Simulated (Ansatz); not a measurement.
Consider the redistribution: `[NH2][InH][NH2]` + `O[SiH](Cl)[GeH3]` → `[NH2][In]([NH2])[OH]` + `Cl[SiH2][GeH3]`.

Computed with Ansatz on PBE0-D4/def2-TZVP structures; ΔE is electronic, products minus reactants. CBS: MP2 limit from def2 TZ/QZ plus the TZ coupled-cluster correction, frozen cores. DFT in def2-TZVPP. B3LYP here is the variant with VWN-RPA as its local correlation; programs differ in this. Elements past krypton have def2 core potentials. For Ge, In outer-core shells are correlated without core-valence functions, which leaves a few kJ/mol of doubt a bond. Scalar relativity is left out up to krypton. One conformer a species, not always the lowest.

`[NH2][InH][NH2]`:

Cartesian coordinates in Å:
```
N -0.456 -1.652 0.094
In -0.261 0.195 -0.694
N 0.695 1.473 0.542
H -0.357 -1.777 1.090
H -1.171 -2.271 -0.255
H -0.840 0.629 -2.236
H 1.137 2.296 0.164
H 1.253 1.105 1.296
```

`O[SiH](Cl)[GeH3]`:

Cartesian coordinates in Å:
```
O 0.618 0.516 1.921
Si -0.433 0.639 0.669
Cl -0.322 2.513 -0.191
Ge 0.008 -0.934 -1.063
H 1.555 0.606 1.738
H -1.775 0.506 1.275
H -0.152 -2.374 -0.548
H 1.453 -0.753 -1.560
H -0.951 -0.717 -2.243
```

`[NH2][In]([NH2])[OH]`:

Z-matrix (Å, degrees):
```
N
In 1 2.022
H 1 1.010 2 116.2
H 1 1.010 2 115.5 3 128.6
N 2 2.014 1 126.9 3 31.6
O 2 1.990 1 118.4 3 -160.6
H 5 1.010 2 116.8 1 -39.6
H 5 1.011 2 114.4 1 -168.2
H 6 0.959 2 113.4 1 -0.4
```

`Cl[SiH2][GeH3]`:

```xyz
8

Cl    0.577   -2.342   -1.035
Si    0.211   -1.028    0.512
Ge   -0.238    1.126   -0.389
H    -0.946   -1.548    1.282
H     1.409   -1.013    1.387
H     0.972    1.620   -1.195
H    -0.520    2.121    0.750
H    -1.465    1.063   -1.312
```

Q: Is it downhill or uphill in electronic energy at CCSD(T)/CBS, and by how much? (Best estimate.)

A: Ansatz gave: Uphill: ΔE = +0.74 eV.

Q: What do these levels give: B3LYP-D4, PBE0, CCSD(T)/def2-TZVPP, HF/def2-QZVPP, MP2/def2-QZVPP, CCSD/CBS(def2)? (Estimate.)

A: Computed: B3LYP-D4 0.81, PBE0 0.80, CCSD(T)/def2-TZVPP 0.77, HF/def2-QZVPP 0.88, MP2/def2-QZVPP 0.75, CCSD/CBS(def2) 0.76 eV.

Largest T1 diagnostic among the species: 0.015.

In def2-TZVPP, CCSD(T) changes the Hartree–Fock value by −0.11 eV (the triples alone add −0.03 eV) and MP2 by −0.11 eV. From PBE to PBE0 (25 % exact exchange), in def2-TZVPP and without D4, ΔE moves by +0.07 eV.
